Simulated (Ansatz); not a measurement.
One change: `[OH][Zr]([F])([Cl])[SeH]` becomes `CC[O][Zr]([OH])([F])[Cl]`.

Ansatz, PBE0-D4/def2-TZVP geometries, multiplicity 1. Each molecule was computed in one conformer, which needn't be the lowest.

Elements past krypton have def2 core potentials. Scalar relativity is left out up to krypton. Spin–orbit coupling is left out; it splits and shifts lone-pair levels of the heavy atoms by tenths of an eV.

| property | `[OH][Zr]([F])([Cl])[SeH]` |
| --- | --- |
| LUMO energy (PBE0/def2-TZVPP) / eV | -1.65 |
| size of the dipole moment (PBE/def2-TZVPP) / D | 2.42 |
| HOMO energy (PBE/def2-TZVPP) / eV | -6.27 |
| size of the dipole moment (ωB97M-V/def2-TZVPP) / D | 2.53 |
| HOMO–LUMO gap (ωB97M-V/def2-TZVPP) / eV | 9.85 |
| size of the dipole moment (B3LYP/def2-TZVPP) / D | 2.44 |

Question: Give the same properties after the change, and the shifts. (Estimate.)

Answer: Ansatz gave: 
| property | `CC[O][Zr]([OH])([F])[Cl]` | shift |
| --- | --- | --- |
| LUMO energy (PBE0/def2-TZVPP) / eV | -0.54 | 1.11 |
| size of the dipole moment (PBE/def2-TZVPP) / D | 3.88 | 1.46 |
| HOMO energy (PBE/def2-TZVPP) / eV | -7.12 | -0.85 |
| size of the dipole moment (ωB97M-V/def2-TZVPP) / D | 3.90 | 1.37 |
| HOMO–LUMO gap (ωB97M-V/def2-TZVPP) / eV | 11.52 | 1.67 |
| size of the dipole moment (B3LYP/def2-TZVPP) / D | 3.92 | 1.48 |

With PBE0 the HOMO falls by 1.19 eV and the LUMO rises by 1.11 eV, so the gap widens by about 2.30 eV. PBE moves the HOMO by -0.85 eV and ωB97M-V by -1.42 eV. Dipoles are sizes alone; their direction can turn.

Positive LUMOs are unbound, so they and the gaps depend on the basis.

B3LYP here is the variant with VWN-RPA as its local correlation; programs differ in this.
